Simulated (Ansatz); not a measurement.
Consider the formal exchange of groups at a C–Cl bond: `C=C(S)Cl` + `C[SeH]` → `C=C(S)C[SeH]` + HCl.

Program: Ansatz. Geometries: PBE0-D4/def2-TZVP. ΔE: electronic, gas phase. CBS: MP2 limit from def2 TZ/QZ plus the TZ coupled-cluster correction, frozen cores. This one scheme is used for every species. Functionals use def2-TZVPP. For Se outer-core shells are correlated without core-valence functions, which leaves a few kJ/mol of doubt a bond. Scalar relativity is left out up to krypton. Each species was taken in one conformer, which may not be the lowest.

CCSD(T)/CBS gives -40.1 kJ/mol.

Problem. Another level gave -31.2 kJ/mol. Which?
A. PBE0-D4/def2-TZVPP
B. HF/def2-TZVPP
C. CCSD(T)/def2-TZVPP
D. B2PLYP/def2-TZVPP

Solution. D. B2PLYP -31.2, CCSD(T)/def2-TZVPP -41.1, PBE0-D4 -35.9, HF/def2-TZVPP -26.8 kJ/mol.

Largest T1 diagnostic among the species: 0.011.

In def2-TZVPP, CCSD(T) changes the Hartree–Fock value by −14.3 kJ/mol (the triples alone add −1.1 kJ/mol) and MP2 by −17.0 kJ/mol. From PBE to PBE0 (25 % exact exchange), in def2-TZVPP and without D4, ΔE moves by −3.8 kJ/mol. The D4 term adds −10.1 kJ/mol with B3LYP and −5.8 kJ/mol with PBE0; it sums over pairs of atoms, weighted by their polarisabilities, and B3LYP, whose exchange is more repulsive, gets the larger term.

B3LYP here is the variant with VWN-RPA as its local correlation; programs differ in this.
